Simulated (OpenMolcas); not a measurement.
## Ne3+: effect of the active space

```json
{
 "Program": "OpenMolcas 26.06",
 "Method": "SS-CASPT2 or its RAS form, IPEA 0.25 Eh, imaginary shift 0.1 Eh",
 "Basis": "ANO-RCC-VQZP",
 "Scalar Hamiltonian": "DKH2, point nucleus",
 "Spin-orbit coupling": "state interaction with AMFI integrals over the reference wave functions, term energies averaged over their components"
}
```

A. 3 electrons in 3 orbitals (2p); 2S+1 = 4 odd, 1 root; 2S+1 = 2 odd, 8 roots; closed shells correlated: 1s 2s; CASPT2 step roughly 1.1 core-seconds
B. 5 electrons in 4 orbitals (2s 2p); 2S+1 = 4 odd, 1 root; 2S+1 = 2 odd, 8 roots; 2S+1 = 4 even, 3 roots; 2S+1 = 2 even, 6 roots; closed shells correlated: 1s; CASPT2 step roughly 2.4 core-seconds
C. 5 electrons in 8 orbitals (2s 2p 3s 3p); 2S+1 = 4 odd, 1 root; 2S+1 = 2 odd, 8 roots; 2S+1 = 4 even, 3 roots; 2S+1 = 2 even, 6 roots; closed shells correlated: 1s; CASPT2 step roughly 9 core-seconds
D. 3 electrons in 9 orbitals (RAS2 2p; RAS3 3s 3d, at most 1 electron); 2S+1 = 4 odd, 1 root; 2S+1 = 2 odd, 8 roots; closed shells correlated: 1s 2s; CASPT2 step of the order of 3 core-seconds
E. 5 electrons in 9 orbitals (RAS2 2s 2p; RAS3 3d, at most 2 electrons); 2S+1 = 4 odd, 1 root; 2S+1 = 2 odd, 8 roots; 2S+1 = 4 even, 3 roots; 2S+1 = 2 even, 6 roots; closed shells correlated: 1s; CASPT2 step of the order of 14 core-seconds

Energies in cm-1 above 2s2 2p3 4S* 3/2.

| Level | A | B | C | D | E |
| --- | --- | --- | --- | --- | --- |
| 2s2 2p3 4S* 3/2 | 0.0 | 0.0 | 0.0 | 0.0 | 0.0 |
| 2s2 2p3 2D* 3/2 | 41730 | 41740 | 41900 | 41920 | 41700 |
| 2s2 2p3 2D* 5/2 | 41750 | 41770 | 41940 | 41940 | 41720 |
| 2s2 2p3 2P* 1/2 | 65670 | 62730 | 62900 | 67550 | 63010 |
| 2s2 2p3 2P* 3/2 | 65710 | 62740 | 62940 | 67580 | 63020 |

Among A to E the level of the table that moves most is 2s2 2p3 2P* 3/2, by 4800 cm-1 (lowest in B, highest in D). Moves below CASPT2's spread within the term are not significant.

CASPT2 does not keep the components of a term degenerate, so their means are used; among the terms shown or strongly mixed into the levels shown the widest spread is 140 cm-1 (2s2 2p3 2D*, A). With the s shell closed, the reference lacks s² → p² mixing (holds for A; D). Active for correlation alone: 3p 3s; no level in the range computed is led by a configuration that fills them, so any true level of that kind is missing (holds for C). Active for correlation alone: 3d; no level in the range computed is led by a configuration that fills it, so any true level of that kind is missing (holds for E). Only configurations of the active space appear. The table leaves out levels that lie high or whose names do not pair safely across all columns.

* marks odd parity.
